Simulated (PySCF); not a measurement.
Record of a relaxation.

Species: C₇H₁₂OSi.
Bonds: C1–C2, C2–C3, C2–O4, O4–C5, C5–C6 (double), C6–C7, C7–C8 (double), C8–Si9, C5–Si9. Hydrogens: H10, H11, H12 on C1; H13 on C2; H14, H15, H16 on C3; H17 on C6; H18 on C7; H19 on C8; H20, H21 on Si9.

Computed by this run: PBE0-D3(BJ)/def2-SVP geometry optimisation, gas phase in PySCF 2.14.0; density fitting, grid level 1; the optimiser is geomeTRIC in internal coordinates, started from a GFN2-xTB structure with every atom displaced at random (about 0.01 Å). The frame can shift and turn from step to step; on so coarse a grid that alone can change the energy by a few meV, and forces under 0.02 eV/Å are noise.

Step 0: E = -17354.7085 eV, largest atomic force 2.164 eV/Å
```
atom  x, y, z in Å  |  force x, y, z in eV/Å
C1     -2.787   -0.613    0.512   -0.285   1.605   0.075
C2     -1.515    0.150    0.203   -0.109  -0.143  -0.816
C3     -1.738    1.240   -0.858    1.020  -0.178   0.987
O4     -0.539   -0.801   -0.260   -1.787   0.189   0.017
C5      0.736   -0.570   -0.047    0.125   0.886   0.746
C6      1.691   -1.351   -0.565    0.783  -0.158  -0.098
C7      3.062   -1.020   -0.201   -1.126   0.840   0.449
C8      3.250    0.043    0.603   -0.959   0.302   0.326
Si9     1.568    0.776    1.069    0.845  -1.103  -1.659
H10    -3.558    0.101    0.895    0.381  -0.371  -0.207
H11    -2.638   -1.363    1.260    0.240  -0.806   0.677
H12    -3.173   -1.058   -0.391   -0.269  -0.433  -0.593
H13    -1.151    0.628    1.117    0.309   0.062   0.403
H14    -2.425    1.998   -0.473   -0.204   0.138  -0.019
H15    -2.127    0.790   -1.756   -0.311  -0.207  -0.699
H16    -0.770    1.732   -1.080   -0.289  -0.088  -0.056
H17     1.487   -2.182   -1.212   -0.293  -0.587  -0.451
H18     3.854   -1.613   -0.584    1.047  -0.692  -0.434
H19     4.208    0.352    0.931    1.206   0.371   0.345
H20     1.315    2.139    0.563   -0.068   0.371   0.003
H21     1.180    0.645    2.451   -0.257   0.001   1.004
```

Step 1: E = -17354.9346 eV, largest atomic force 0.545 eV/Å
```
atom  x, y, z in Å  |  force x, y, z in eV/Å
C1     -2.883   -0.405    0.434   -0.079  -0.220   0.087
C2     -1.533    0.206    0.152    0.116   0.181   0.116
C3     -1.550    1.223   -0.972   -0.185  -0.034  -0.067
O4     -0.650   -0.855   -0.171    0.531  -0.119   0.018
C5      0.663   -0.643    0.039   -0.189   0.050  -0.068
C6      1.637   -1.437   -0.474   -0.256  -0.029  -0.034
C7      3.009   -1.088   -0.096    0.357  -0.177  -0.089
C8      3.230   -0.028    0.715   -0.074   0.115   0.091
Si9     1.548    0.679    1.108    0.058  -0.167   0.072
H10    -3.598    0.370    0.741   -0.041   0.013   0.038
H11    -2.803   -1.162    1.235   -0.045   0.162  -0.147
H12    -3.276   -0.897   -0.471    0.028   0.002   0.048
H13    -1.157    0.694    1.079   -0.066  -0.043  -0.081
H14    -2.188    2.079   -0.704    0.018   0.019  -0.042
H15    -1.945    0.765   -1.896    0.054   0.051   0.106
H16    -0.537    1.594   -1.177    0.039   0.048  -0.013
H17     1.417   -2.289   -1.125    0.025   0.024   0.035
H18     3.834   -1.706   -0.491   -0.173   0.117   0.085
H19     4.230    0.278    1.037   -0.139  -0.029  -0.072
H20     1.311    2.082    0.651    0.002   0.008  -0.005
H21     1.141    0.579    2.550    0.020   0.029  -0.080
```

Step 2: E = -17354.9423 eV, largest atomic force 0.229 eV/Å
```
atom  x, y, z in Å  |  force x, y, z in eV/Å
C1     -2.876   -0.427    0.423   -0.012  -0.026  -0.004
C2     -1.535    0.219    0.151    0.013   0.039   0.041
C3     -1.581    1.246   -0.967    0.001  -0.051   0.005
O4     -0.626   -0.828   -0.175    0.009   0.107   0.020
C5      0.680   -0.615    0.040   -0.183  -0.091  -0.104
C6      1.632   -1.438   -0.464    0.076  -0.026   0.003
C7      3.014   -1.116   -0.089   -0.065   0.058   0.028
C8      3.235   -0.047    0.712    0.139  -0.011   0.041
Si9     1.576    0.690    1.108    0.010  -0.069  -0.030
H10    -3.614    0.328    0.731    0.006   0.000   0.001
H11    -2.785   -1.180    1.219   -0.006   0.018  -0.002
H12    -3.250   -0.927   -0.484    0.012  -0.004   0.003
H13    -1.180    0.709    1.081    0.017  -0.023  -0.020
H14    -2.244    2.083   -0.702    0.002  -0.008   0.006
H15    -1.957    0.781   -1.892    0.011   0.002   0.002
H16    -0.579    1.651   -1.169    0.004   0.014   0.003
H17     1.393   -2.293   -1.102   -0.015   0.006   0.009
H18     3.827   -1.748   -0.470   -0.026   0.034   0.015
H19     4.236    0.251    1.027    0.008   0.019  -0.003
H20     1.363    2.094    0.643    0.000   0.005  -0.001
H21     1.169    0.608    2.546   -0.001   0.007  -0.014
```

Step 3: E = -17354.9445 eV, largest atomic force 0.090 eV/Å
```
atom  x, y, z in Å  |  force x, y, z in eV/Å
C1     -2.874   -0.428    0.424    0.009   0.041  -0.025
C2     -1.532    0.218    0.154   -0.043  -0.001   0.002
C3     -1.581    1.257   -0.953    0.041  -0.017   0.013
O4     -0.630   -0.829   -0.189   -0.009   0.031  -0.037
C5      0.676   -0.627    0.021   -0.066   0.037   0.039
C6      1.636   -1.451   -0.466    0.037   0.018   0.028
C7      3.013   -1.117   -0.078    0.010  -0.024  -0.030
C8      3.239   -0.043    0.715   -0.088  -0.019   0.008
Si9     1.570    0.683    1.085    0.021   0.040  -0.008
H10    -3.610    0.325    0.742    0.013  -0.002  -0.011
H11    -2.785   -1.187    1.212    0.008  -0.029   0.042
H12    -3.251   -0.920   -0.486    0.004  -0.004  -0.009
H13    -1.171    0.696    1.087    0.029  -0.012   0.009
H14    -2.243    2.091   -0.678   -0.005  -0.007   0.012
H15    -1.959    0.803   -1.881   -0.004  -0.013  -0.026
H16    -0.580    1.666   -1.154   -0.014   0.000   0.009
H17     1.408   -2.314   -1.096    0.011  -0.013  -0.004
H18     3.828   -1.749   -0.448    0.042  -0.035  -0.030
H19     4.236    0.262    1.032    0.026   0.000  -0.005
H20     1.358    2.084    0.606   -0.006   0.009   0.004
H21     1.150    0.616    2.518   -0.016   0.002   0.021
```

Step 4: E = -17354.9452 eV, largest atomic force 0.071 eV/Å
```
atom  x, y, z in Å  |  force x, y, z in eV/Å
C1     -2.873   -0.428    0.425   -0.001   0.012   0.001
C2     -1.531    0.218    0.155   -0.024   0.000   0.004
C3     -1.580    1.258   -0.949    0.003   0.009  -0.001
O4     -0.631   -0.827   -0.194    0.037  -0.025  -0.036
C5      0.674   -0.626    0.018    0.023   0.031   0.043
C6      1.637   -1.450   -0.465   -0.021  -0.046  -0.038
C7      3.016   -1.121   -0.080   -0.057   0.037   0.019
C8      3.235   -0.046    0.715    0.013  -0.006   0.013
Si9     1.567    0.686    1.081    0.012   0.003  -0.009
H10    -3.608    0.325    0.743   -0.002   0.001  -0.005
H11    -2.783   -1.188    1.213    0.001  -0.003   0.011
H12    -3.249   -0.919   -0.486    0.004  -0.003   0.000
H13    -1.167    0.691    1.089    0.011  -0.005   0.003
H14    -2.242    2.090   -0.671   -0.005   0.002  -0.002
H15    -1.958    0.805   -1.879    0.002  -0.004  -0.003
H16    -0.579    1.668   -1.148   -0.006   0.003   0.005
H17     1.408   -2.314   -1.094   -0.001  -0.011  -0.004
H18     3.830   -1.753   -0.451    0.002  -0.005  -0.008
H19     4.233    0.258    1.032    0.008   0.008  -0.003
H20     1.358    2.087    0.600    0.004   0.000   0.004
H21     1.142    0.623    2.514   -0.003   0.003   0.006
```

Step 5: E = -17354.9453 eV, largest atomic force 0.072 eV/Å
```
atom  x, y, z in Å  |  force x, y, z in eV/Å
C1     -2.870   -0.432    0.425   -0.008  -0.015   0.022
C2     -1.532    0.220    0.154   -0.001   0.001   0.014
C3     -1.585    1.259   -0.950   -0.023   0.018  -0.006
O4     -0.629   -0.820   -0.198    0.010   0.008  -0.001
C5      0.675   -0.618    0.020   -0.010  -0.065  -0.031
C6      1.631   -1.449   -0.466    0.029   0.042   0.019
C7      3.010   -1.123   -0.081    0.025  -0.024  -0.007
C8      3.237   -0.053    0.717    0.007   0.001   0.006
Si9     1.575    0.691    1.084    0.007  -0.020  -0.001
H10    -3.608    0.319    0.741   -0.012   0.002   0.000
H11    -2.776   -1.191    1.215   -0.006   0.019  -0.015
H12    -3.243   -0.926   -0.486    0.002  -0.003   0.007
H13    -1.167    0.693    1.088   -0.001   0.001  -0.007
H14    -2.254    2.087   -0.670   -0.004   0.004  -0.011
H15    -1.959    0.805   -1.881    0.008   0.004   0.014
H16    -0.587    1.677   -1.147    0.007   0.006   0.002
H17     1.398   -2.313   -1.095   -0.004   0.011   0.010
H18     3.822   -1.759   -0.456   -0.011   0.015   0.010
H19     4.238    0.246    1.032   -0.014   0.001  -0.010
H20     1.374    2.094    0.603    0.001  -0.007  -0.001
H21     1.147    0.631    2.517    0.000   0.001  -0.011
```

Step 6: E = -17354.9456 eV, largest atomic force under 0.02 eV/Å
```
atom  x, y, z in Å  |  force x, y, z in eV/Å
C1     -2.869   -0.431    0.427    0.003  -0.002   0.009
C2     -1.532    0.222    0.153   -0.001  -0.002   0.009
C3     -1.590    1.264   -0.949   -0.002   0.004   0.002
O4     -0.628   -0.819   -0.202   -0.009   0.006  -0.016
C5      0.676   -0.620    0.016    0.003  -0.012   0.005
C6      1.634   -1.451   -0.467    0.003   0.008   0.001
C7      3.012   -1.126   -0.080    0.003  -0.005  -0.003
C8      3.239   -0.055    0.718    0.003  -0.002   0.004
Si9     1.576    0.688    1.081   -0.001  -0.003   0.000
H10    -3.608    0.318    0.744   -0.002   0.001  -0.004
H11    -2.773   -1.189    1.218   -0.002   0.005  -0.002
H12    -3.243   -0.926   -0.482    0.001  -0.004   0.002
H13    -1.165    0.694    1.087    0.006  -0.001  -0.004
H14    -2.260    2.090   -0.668   -0.003  -0.003  -0.002
H15    -1.963    0.810   -1.879    0.004   0.001   0.002
H16    -0.593    1.684   -1.146    0.003   0.002   0.002
H17     1.402   -2.315   -1.096   -0.002   0.002   0.002
H18     3.825   -1.761   -0.453   -0.002   0.004   0.002
H19     4.239    0.245    1.033   -0.003   0.001  -0.004
H20     1.377    2.090    0.599    0.001  -0.001  -0.001
H21     1.145    0.629    2.513    0.000   0.000  -0.003
```

**Question.** Summarise the path.

**Answer.** The energy falls by 0.2371 eV from step 0 to step 6; nine tenths of that is first reached at step 1. It falls at every step. The largest force goes from 2.164 to under 0.02 eV/Å. Among the bonds Si9–H21 changes most, from 1.442 to 1.496 Å; the atoms move by 0.056 Å rms after alignment.

**Question.** Follow the three bonds and two angles with the largest change from start to end.

**Answer.** 
```
step  E above end (eV)  largest force (eV/Å)  Si9–H21 (Å)  C7–H18 (Å)  C8–Si9 (Å)  C5–Si9–C8 (°)  H20–Si9–H21 (°)
   0            0.2371                 2.164        1.442       1.061       1.893           88.4            111.5
   1            0.0111                 0.545        1.501       1.103       1.866           92.1            108.2
   2            0.0034                 0.229        1.497       1.097       1.858           91.7            108.2
   3            0.0011                 0.090        1.495       1.095       1.857           92.4            108.0
   4            0.0004                 0.071        1.496       1.096       1.858           92.2            108.0
   5            0.0004                 0.072        1.497       1.097       1.858           92.1            107.9
   6            0.0000            under 0.02        1.496       1.097       1.857           92.2            107.9
```

The cost below is that of the whole optimisation. Time: 68 s wall; peak memory 0.83 GiB. Hardware: one thread, AMD EPYC 9R45 (x86_64), no GPU, on a shared host.
